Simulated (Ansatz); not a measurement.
A structure relaxed at PBE0-D4/def2-TZVP, charge 0, multiplicity 1:

```tsv
atom	x (Å)	y (Å)	z (Å)
C1	0.8457	-1.9034	-1.6982
O2	-0.1225	-1.4088	-0.8002
Si3	0.0000	0.0000	0.0001
O4	-0.1545	1.3195	-0.9354
C5	-1.3614	1.7372	-1.5332
O6	-1.2103	0.0395	1.0834
C7	-1.5334	-1.0183	1.9582
O8	1.4873	0.0497	0.6523
C9	2.0490	1.1844	1.2732
H10	0.9324	-1.2614	-2.5811
H11	0.5340	-2.8982	-2.0207
H12	1.8271	-1.9763	-1.2206
H13	-1.1812	2.6898	-2.0341
H14	-2.1472	1.8729	-0.7845
H15	-1.7074	1.0118	-2.2770
H16	-1.7271	-1.9425	1.4063
H17	-0.7259	-1.2008	2.6750
H18	-2.4326	-0.7405	2.5105
H19	1.5014	1.4505	2.1834
H20	2.0469	2.0457	0.5990
H21	3.0797	0.9490	1.5437
```

(1) Give its formula and SMILES.

(2) Point group (tolerance 0.08 Å, 0.16 Å for H)?

(3) Summarise the bond lengths by kind.

Results:

(1) C4H12O4Si, `CO[Si](OC)(OC)OC` (tetramethyl orthosilicate (TMOS)).

(2) S4.

(3) 4 × C–O 1.410 Å; 12 × C–H 1.091 to 1.095 Å; 4 × O–Si 1.625 Å.

Computed with Ansatz.
